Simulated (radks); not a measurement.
Values are calculated unless marked as measured or tabulated.
Species: V14+. Configuration: [He] 2s2 2p5. Code: a radial shooting solver on a logarithmic mesh with Libxc functionals. Model: scalar-relativistic Kohn-Sham, r2SCAN, spin-polarised, spherical densities, finite nucleus; open shells are filled with parallel spins first; meta-GGA in the generalised Kohn-Sham scheme; Fermi nuclear charge, rms radius 3.6002 fm.

Normalised radial functions P(r) = r R(r), r in bohr:

r	1s up	2s up	2s down
0.002731	0.5783	0.1792	0.1783
0.003417	0.7100	0.2199	0.2188
0.004274	0.8681	0.2688	0.2674
0.005305	1.0490	0.3245	0.3228
0.006637	1.2688	0.3920	0.3900
0.008303	1.5230	0.4696	0.4672
0.01039	1.8106	0.5566	0.5537
0.013	2.1270	0.6508	0.6474
0.01626	2.4616	0.7475	0.7436
0.02034	2.7962	0.8388	0.8345
0.02545	3.1033	0.9124	0.9076
0.03158	3.3387	0.9501	0.9451
0.03951	3.4769	0.9327	0.9277
0.04943	3.4630	0.8318	0.8272
0.06185	3.2632	0.6217	0.6180
0.07737	2.8701	0.2859	0.2837
0.0968	2.3170	-0.1727	-0.1725
0.1211	1.6818	-0.7167	-0.7142
0.1515	1.0713	-1.2660	-1.2619
0.188	0.5959	-1.6950	-1.6900
0.2352	0.2663	-1.9219	-1.9178
0.2943	0.0928	-1.8563	-1.8551
0.3682	0.0237	-1.5186	-1.5210
0.4606	0.0042	-1.0303	-1.0352
0.5763	0.0005	-0.5603	-0.5654
0.721	0.0000	-0.2330	-0.2364
0.902	0.0000	-0.0698	-0.0713
1.119	0.0000	-0.0149	-0.0153
1.401	0.0000	-0.0018	-0.0019
1.752	0.0000	-0.0001	-0.0001
2.192	0.0000	0.0000	0.0000

1s up: eigenvalue -5875.5 eV, 0 radial nodes, <r> = 0.0664 bohr, 90 % of the charge inside 0.118 bohr. 2s up: eigenvalue -1043.7 eV, 1 radial node at r = 0.0895 bohr, <r> = 0.298 bohr, 90 % of the charge inside 0.459 bohr. 2s down: eigenvalue -1036.2 eV, 1 radial node at r = 0.0895 bohr, <r> = 0.298 bohr, 90 % of the charge inside 0.460 bohr.
